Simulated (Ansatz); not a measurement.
C$_{2}$H$_{6}$GeO, SMILES `C[C](=O)[GeH3]`, relaxed with RKS PBE0-D4/def2-TZVP in Ansatz from a PBE-D4/def2-SVP geometry. The force threshold is 0.005 eV/Å; the program also tests the step.

Total charge 0; spin multiplicity 1.

Start:

```xyz
10

C     1.394    0.159   -0.573
C    -0.097    0.014   -0.793
O    -0.609    0.000   -1.896
Ge   -1.273   -0.158    0.866
H     1.777   -0.709    0.005
H     1.598    1.060    0.044
H     1.922    0.235   -1.543
H    -2.742   -0.314    0.410
H    -1.126    1.104    1.765
H    -0.845   -1.389    1.715
```

| step | energy (eV) | largest force (eV/Å) | largest move (Å) |
| --- | --- | --- | --- |
| 1 | -60726.2365 | 0.941 | 0.000 |
| 2 | -60726.2707 | 0.146 | 0.034 |
| 3 | -60726.2725 | 0.042 | 0.010 |
| 4 | -60726.2726 | 0.011 | 0.004 |
| 5 | -60726.2726 | 0.003 | 0.004 |

End:

```xyz
10

C     1.382    0.158   -0.565
C    -0.098    0.012   -0.777
O    -0.599   -0.006   -1.870
Ge   -1.267   -0.155    0.861
H     1.759   -0.702   -0.003
H     1.579    1.044    0.045
H     1.900    0.238   -1.522
H    -2.720   -0.310    0.404
H    -1.107    1.099    1.740
H    -0.828   -1.377    1.688
```

It took 15 s on 4 threads of an Arm Neoverse V2 on a shared host, with 0.43 GiB of host memory at the peak.
